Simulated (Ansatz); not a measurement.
SbH2Cl (SMILES [Cl][SbH2]): methods side by side

The species is SbH2Cl (4 atoms), meant as a singlet with charge 0. SMILES: `[Cl][SbH2]`. The coordinates come from a PBE0-D4/def2-TZVP relaxation.

Quantity: the vertical energy of the triplet above the singlet, in eV. The values are calculated.

```json
{"level": "HF/STO-3G", "kind": "Hartree–Fock", "program": "Ansatz", "value (eV)": "4.80", "less FCI/STO-3G": "-0.22", "CPU time (all runs)": "1.8 s"}
{"level": "SVWN5/STO-3G", "kind": "LDA", "program": "Ansatz", "value (eV)": "4.40", "less FCI/STO-3G": "-0.62", "CPU time (all runs)": "2.4 s"}
{"level": "BLYP/STO-3G", "kind": "GGA", "program": "Ansatz", "value (eV)": "4.49", "less FCI/STO-3G": "-0.53", "CPU time (all runs)": "4.4 s"}
{"level": "r2SCAN/STO-3G", "kind": "meta-GGA", "program": "Ansatz", "value (eV)": "4.51", "less FCI/STO-3G": "-0.51", "CPU time (all runs)": "14 s"}
{"level": "HSE06/STO-3G", "kind": "range-separated hybrid", "program": "Ansatz", "value (eV)": "4.58", "less FCI/STO-3G": "-0.44", "CPU time (all runs)": "5.5 s"}
{"level": "wB97M-V/STO-3G", "kind": "range-separated hybrid", "program": "Ansatz", "value (eV)": "4.94", "less FCI/STO-3G": "-0.08", "CPU time (all runs)": "57 s"}
{"level": "wB97X/STO-3G", "kind": "range-separated hybrid", "program": "Ansatz", "value (eV)": "4.72", "less FCI/STO-3G": "-0.30", "CPU time (all runs)": "22 s"}
{"level": "CCSD(T)/STO-3G", "kind": "coupled cluster or CI", "program": "Ansatz", "value (eV)": "5.03", "less FCI/STO-3G": "+0.01", "CPU time (all runs)": "2.2 s"}
{"level": "FCI/STO-3G", "kind": "exact in the basis", "program": "Ansatz", "value (eV)": "5.02", "less FCI/STO-3G": "0.00", "CPU time (all runs)": "1.8 s"}
```

FCI/STO-3G is exact within its basis and frozen core, so for wave-function methods in that basis the difference is their error; functionals converge differently with the basis, so for them it is only a difference. All-electron rows without a relativistic Hamiltonian named are non-relativistic. Spin-orbit coupling, which can split open shells on such heavy atoms by tenths of an eV, is left out. The values span 4.40 to 5.03 eV. All rows use very small basis sets, so even the best lies far from the true value. In the correlated wave-function rows the outer d shell of Sb is correlated, in sets not made for it. Times are those of the runs behind each value, whatever else they computed, on shared processors of several kinds: orders of magnitude only.
